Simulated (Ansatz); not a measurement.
Al(I)2(Me) (CH3AlI2), SMILES [Al]([I])([I])[CH3].

The structure is a stationary point at PBE0-D3(BJ)/def2-SVP. The structure was generated by enumeration; whether it is a known compound was not checked. The def2 effective core potentials stand for the cores of I; spin–orbit coupling is left out.

Two levels are set side by side: PBE/def2-SVPD (Ansatz, a first-principles code) and PBE0/def2-SVPD (Ansatz). Energy differences of separate SCF runs at the same geometry; the states with an electron removed or added have multiplicity 2 and 2. Differences are taken from unrounded values.

| quantity | PBE0 |
|---|---|
| vertical ionisation energy (eV) | 9.44 |
| vertical singlet–triplet gap (eV) | 4.78 |

Problem. What does PBE give, and how far is it from PBE0? (The exact figures need the calculation; the answer reports its results.)

Solution. 
| quantity | PBE | PBE minus PBE0 |
|---|---|---|
| vertical ionisation energy (eV) | 9.10 | -0.34 |
| vertical singlet–triplet gap (eV) | 4.44 | -0.34 |
